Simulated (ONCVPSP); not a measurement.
What one change does to a pseudopotential (Mn, ONCV)

- Element: Mn (Z = 25)
- Generator: ONCVPSP 4.0.1
- Type: optimised norm-conserving Vanderbilt (ONCV)
- Functional: PBE
- Relativity: scalar-relativistic
- Frozen core: [Ne]
- Valence charge: 15
- Reference configuration: 3s2 3p6 3d5 4s2
- Partial waves: 3s+4s: rc 1.10 bohr, ncon 4, nbas 9, qcut 12.7 1/bohr, 3 projectors, debl 3.1 Ha; 3p: rc 0.90 bohr, ncon 4, nbas 9, qcut 8.8 1/bohr, 2 projectors, debl 3.1 Ha; 3d: rc 1.30 bohr, ncon 4, nbas 8, qcut 14.4 1/bohr, 2 projectors, debl 2.3 Ha
- Local potential: polynomial inside 0.60 bohr (lpopt 1, dvloc0 0 Ha)
- Core correction: polynomial model core, fcfact 0.3

Change: fully relativistic.

Cutoffs: the cutoffs (Ha) at which the residual kinetic energy of the hardest occupied pseudo-wave falls to 1 and 0.1 mHa per electron; they do not see the model core or the augmentation charge, which bear on the density cutoff. Errors are all-electron minus pseudo energies relative to the spin-unpolarised reference configuration.

**Question.** Predict the effect on cutoff, ghosts and configuration errors.

**Answer.** The potential gets neither clearly harder nor softer (66 Ha and 270 Ha → 66 Ha and 272 Ha); of the 4 tests that both files solve, the error grows in 2 and shrinks in 0 by more than 15 % and 0.3 meV (median size 0.2 → 1.4 meV); neither file shows a bound ghost.

| quantity | base | changed |
| --- | --- | --- |
| cutoff, loose | 66 Ha | 66 Ha |
| cutoff, tight | 270 Ha | 272 Ha |
| loose cutoff by channel | s 51 Ha, p 29 Ha, d 66 Ha | s 51 Ha, p 29 Ha, d 66 Ha |
| bound ghosts | none | none |
| GHOST(+) flags under 300 eV | none | none |
| error for 3s2 3p6 3d5 4s1, meV [ΔE 8.42 eV] | -0.3 | +0.6 |
| error for 3s2 3p6 3d5 4s0, meV [ΔE 24.02 eV] | +0.1 | +2.3 |
| error for 3s2 3p6 3d4 4s0, meV [ΔE 56.53 eV] | +2.5 | +6.0 |
| error for 3s2 3p6 3d5 4s1.5, meV [ΔE 3.36 eV] | -0.2 | +0.2 |
| s: phases at 1.12 bohr within 0.05 rad from the reference energy up to (Ha; the scan ends near 5) | to the end of the scan | to the end of the scan |
| rms error of d²Exc/dni dnj with the model core, mHa | 1.13 | 6.34 |
